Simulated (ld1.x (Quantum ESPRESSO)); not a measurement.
**Se: variants of one PAW potential**

Base potential:

| Item | Value |
| --- | --- |
| Element | Se (Z = 34) |
| Generator | ld1.x (Quantum ESPRESSO) 7.5 |
| Type | PAW |
| Functional | LDA (PZ) |
| Relativity | scalar-relativistic |
| Frozen core | [Ar] 3d10 |
| Valence charge | 6 |
| Reference configuration | 4s2 4p4 |
| Partial waves | 4s (bound): rcut 1.30, rcutus 1.70 bohr; 4s channel at -0.8 Ry: rcut 1.30, rcutus 1.70 bohr; 4p (bound): rcut 1.45, rcutus 1.90 bohr; 4p channel at 3.15 Ry: rcut 1.45, rcutus 1.90 bohr; 4d channel at -0.1 Ry: rcut 2.05, rcutus 2.30 bohr; 4d channel at 1.45 Ry: rcut 2.05, rcutus 2.30 bohr |
| Local potential | all-electron potential smoothed inside 2.30 bohr (lloc = -1) |
| Core correction | a·sin(br)/r model core inside 1.00 bohr |
| Augmentation charge | PSQ, inside the norm-conserving radii |

All-electron outer shells of the reference configuration (LDA (PZ), scalar-relativistic, ld1.x):

```csv
shell,level (eV),outermost node (bohr),outermost maximum (bohr)
3p,-152.70,0.21,0.50
3d,-53.39,–,0.45
4s,-17.49,0.70,1.51
4p,-6.66,0.74,1.80
```

Cutoffs, loose and tight: the cutoffs (Ry, on a coarse ladder) from which the occupation-weighted sum of valence levels, in a spherical-Bessel basis at the reference potential, stays within 10 and 1 mRy of its value at 400 Ry. They do not see the model core or the augmentation charge, which bear on the density cutoff. Test errors are all-electron minus pseudo excitation energies from the reference, over the configurations 4s2 4p3; 4s2 4p2; 4s2 4p1; 4s0 4p6; 4s2 4p3.5; 4s1 4p5; 4s2 4p4.3 (two spin-polarised tests are not counted in the largest error). A dash means not determined; rows that change the core or the reference have their own tests.

A true bound ghost makes a file unfit for plane-wave use even where its test errors are small: the radial tests pick states by their node count and pass the ghost by.

Cutoffs are not given where the Bessel-basis levels miss the radial ones by over 6 mRy, ghosts where they miss by over 20 mRy; a channel whose overlap is not positive is not tested.

| change | outcome | cutoff, loose | cutoff, tight | bound ghosts | largest test error (meV) |
| --- | --- | --- | --- | --- | --- |
| base | generated | 15 Ry | 25 Ry | none | -107 |
| local potential all-electron potential smoothed inside 1.55 bohr (lloc = -1) | generated | 15 Ry | 25 Ry | none | -106 |
| reference 4s1 4p5 | generated | 15 Ry | 21 Ry | none | -69 |
| waves 4p (bound): rcut 1.45, rcutus 1.88 bohr; 4p channel at 3.15 Ry: rcut 1.45, rcutus 1.88 bohr | generated | 15 Ry | 25 Ry | none | -107 |
| augmentation BESSEL, radius 1.50 bohr | failed: new_paw_hamiltonian: negative rho | – | – | – | – |

What comes out with this change to the base: waves 4s (bound): rcut 1.30, rcutus 2.58 bohr; 4s channel at -0.8 Ry: rcut 1.30, rcutus 2.58 bohr?

outcome: generated, overlap not positive; bound ghosts: not determined (overlap not positive); largest test error (meV): -155. A file whose overlap is not positive is unfit for use, and its test errors describe a broken file.

What comes out with this change to the base: core [Ar], valence charge 16; reference 3d10 4s1.75 4p4.25; waves now 4s (bound): rcut 1.35, rcutus 1.55 bohr; 4s channel at -0.8 Ry: rcut 1.35, rcutus 1.55 bohr; 4p (bound): rcut 1.25, rcutus 1.60 bohr; 4p channel at 3.15 Ry: rcut 1.25, rcutus 1.60 bohr; 3d (bound): rcut 0.80, rcutus 0.95 bohr; 3d channel at 1.45 Ry: rcut 0.80, rcutus 0.95 bohr; 4f channel at 0.1 Ry: rcut 1.25, rcutus 1.60 bohr; local potential all-electron potential smoothed inside 0.75 bohr (lloc = -1); core correction Bessel-smoothed model core, default radius (core density twice the valence density)?

outcome: generated, overlap not positive; bound ghosts: s (f not tested, overlap not positive); largest test error (meV): -312. A file whose overlap is not positive is unfit for use, and its test errors describe a broken file.
